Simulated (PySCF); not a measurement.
H9NSi4, SMILES N1[SiH2][SiH2][SiH2][SiH2]1.

Geometry optimised at B3LYP-D3(BJ)/def2-SVP. The geometry has at least one imaginary mode, so it is a saddle point at that level. The structure was generated by enumeration, and PubChem lists no compound with its InChIKey, so it may never have been made.

Calculation: PySCF with TDA-PBE/def2-SVPD.

Vertical excitations. Gas-phase values at a fixed geometry.

**Question.** Estimate the UV-visible absorptions. (The exact figures need the calculation; the answer reports its results.)

**Answer.** 
| state | energy (eV) | λ (nm) | f | main pairs |
|---|---|---|---|---|
| S1 | 4.80 | 258 | 0.000 | HOMO→LUMO+1 99 % |
| S2 | 4.85 | 256 | 0.000 | HOMO→LUMO 98 % |
| S3 | 5.23 | 237 | 0.000 | HOMO→LUMO+2 100 % |
| S4 | 5.27 | 235 | 0.000 | HOMO−1→LUMO 99 % |
| S5 | 5.62 | 221 | 0.033 | HOMO−1→LUMO+1 92 % |
| S6 | 5.65 | 220 | 0.005 | HOMO−2→LUMO+1 89 % |
| S7 | 5.71 | 217 | 0.000 | HOMO−2→LUMO 95 % |
| S8 | 5.71 | 217 | 0.002 | HOMO→LUMO+3 94 % |
| S9 | 6.00 | 207 | 0.023 | HOMO→LUMO+4 92 % |
| S10 | 6.14 | 202 | 0.028 | HOMO−2→LUMO+2 92 % |
| T1 | 4.54 | 273 | 0 | HOMO→LUMO 100 % |
| T2 | 4.63 | 268 | 0 | HOMO→LUMO+1 99 % |
| T3 | 4.92 | 252 | 0 | HOMO−1→LUMO+1 96 % |
| T4 | 4.93 | 251 | 0 | HOMO−1→LUMO 98 % |
Triplets are in the Tamm–Dancoff approximation.
